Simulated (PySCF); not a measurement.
NO₃, SMILES [O]N([O])[O] (connectivity only; charge and spin as stated), neutral, multiplicity 2.

Geometry: PBE-D3(BJ)/def2-TZVP.

The numbers are results of PBE-D3(BJ)/def2-TZVP (PySCF 2.14.0), not measurements.

Frequencies are harmonic and unscaled.

Modes within 1.5 cm⁻¹ of each other (mostly degenerate sets) share a row, with their intensities summed.

```csv
mode,ν (cm⁻¹),IR (km/mol),moving atoms (share of kinetic energy)
1–2,489,0.3,"O 79 %, N 21 %"
3,773,7.8,"N 77 %, O 23 %"
4,1083,0.0,O 100 %
5–6,1232,56.6,"N 56 %, O 44 %"
```
